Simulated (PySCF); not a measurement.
A structure optimised at PBE-D3(BJ)/def2-SVP, used in a PySCF frequency run:

```xyz
8

F      1.6360     0.9541     0.0000
Si     0.9841    -0.5461     0.0000
C     -0.9349    -0.3922     0.0000
F     -1.3477     0.2956     1.1165
F     -1.3477     0.2956    -1.1165
H      1.4111    -1.2635    -1.2446
H      1.4111    -1.2635     1.2446
H     -1.4543    -1.3840     0.0000
```
Charge 0, spin multiplicity 1.

Q: Write its SMILES, formula and point group.

A: F[SiH2]C(F)F, CH3F3Si, Cs

Q: What are its rotational constants (standard atomic weights)?

A: 5.8668, 2.5351, 2.3596 GHz
